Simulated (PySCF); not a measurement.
Static response to an electric field

C3H9FOSi3.
Numbering: `[CH2:1]=[C:2]([F:3])[Si:4]1([CH3:5])[SiH2:6][O:7][SiH2:8]1` (hydrogens: H9, H10 on C1; H11, H12, H13 on C5; H14, H15 on Si6; H16, H17 on Si8)

Cartesian coordinates in Å at the GFN2-xTB level; atoms count from 1:
```xyz
17
C3H9FOSi3 angstrom
C      2.505   -0.977    0.951
C      1.444   -1.026    0.164
F      1.364   -2.046   -0.739
Si    -0.056    0.146    0.080
C      0.250    1.488    1.408
Si    -0.816    0.695   -2.090
O     -2.165   -0.181   -1.673
Si    -2.164   -0.894   -0.172
H      2.601   -0.188    1.672
H      3.296   -1.707    0.902
H      1.167    2.035    1.212
H      0.333    1.050    2.399
H     -0.563    2.205    1.432
H     -1.292    2.045   -2.394
H     -0.268    0.067   -3.289
H     -2.301   -2.330   -0.394
H     -3.341   -0.371    0.521
```

Level: B3LYP/def2-SVPD (PySCF), static field, nuclei fixed, core orbitals frozen in the response. The polarisability tensor in these axes (au):

```
x   136.47  -0.08  16.20
y    -0.08 111.19  -1.86
z    16.20  -1.86 123.24
```

Problem. Give the principal values, the mean and the anisotropy Δα = √{½[(α1 − α2)² + (α2 − α3)² + (α1 − α3)²]}.

Solution. Principal values 110.14, 113.38 and 147.38 au; mean 123.63 au = 18.32 Å³ = 20.38 × 10⁻⁴⁰ C²·m²/J; Δα = 35.73 au (29 % of the mean).

Problem. What is the dipole moment, and where does it point?

Solution. (1.27, 1.63, 2.24) D, 3.04 D in size, pointing from the negative to the positive side. Measured along this direction, the outermost atoms are H16 and H15 at the negative end and H11 and H12 at the positive end.

Problem. How large is μ²/3kT at 298 K beside α?

Solution. In Gaussian units μ²/3kT = 75.06 Å³ against 18.32 Å³, a ratio of 4.10; the Debye molar polarisation (4π/3)N_A(α + μ²/3kT) is 235.6 cm³/mol, leaving out the vibrational part.

Problem. Along which axes do the principal values lie, and how far do the nuclei extend along each?

Solution. Largest value along (0.83, -0.03, 0.56), where the nuclei span 6.01 Å; middle along (-0.48, -0.56, 0.68), 4.30 Å; least along (-0.29, 0.83, 0.48), 5.12 Å. The strongest response lies along the longest span, while the other two are in reverse order.

Problem. What molar refraction does this α imply?

Solution. Lorentz–Lorenz: R = (4π/3)N_A α = 2.5225 cm³/(mol·Å³) × 18.32 Å³ = 46.2 cm³/mol, in the limit of long wavelengths.

The structure is a single GFN2-xTB conformer in the gas phase; no vibrational or solvent corrections.
